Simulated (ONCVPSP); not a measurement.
## Pseudopotential generation for lead (Pb): ONCV, PBE, scalar-relativistic.

Pb (Z = 82), optimised norm-conserving Vanderbilt (ONCV), made with ONCVPSP 4.0.1 (PBE, scalar-relativistic). Core [Xe] 4f14, reference 5d10 6s2 6p2. Waves: 6s: rc 2.10 bohr, ncon 4, nbas 7, qcut 2.4 1/bohr, 2 projectors, debl 1.4 Ha; 6p: rc 2.95 bohr, ncon 4, nbas 7, qcut 3.3 1/bohr, 3 projectors, debl 2.7 Ha; 5d: rc 1.65 bohr, ncon 4, nbas 9, qcut 10.3 1/bohr, 2 projectors, debl 1.3 Ha. Local part: polynomial inside 1.60 bohr (lpopt 5, dvloc0 -1 Ha). Core correction: Teter function, fcfact 2, rcfact 1.8.

(1) Estimate the cutoffs (Ha) at which the residual kinetic energy of the hardest occupied pseudo-wave falls to 1 and 0.1 mHa per electron.

(2) Does the potential have ghost states?

(3) Which valence shell sets the plane-wave cutoff?

## Answers

(1) 27 Ha and 32 Ha.

(2) Ghosts flagged at negative energy: s at -23.7 eV; GHOST(+) flagged for p at 134.2 eV. A true bound ghost makes a file unfit for plane-wave use.

(3) 5d: 27 Ha for 1 mHa per electron, against 23 Ha for 6s.

Its largest configuration-test error is -241 meV (5d10 6s1 6p0). 1 of 4 tests not solved or not reliable.
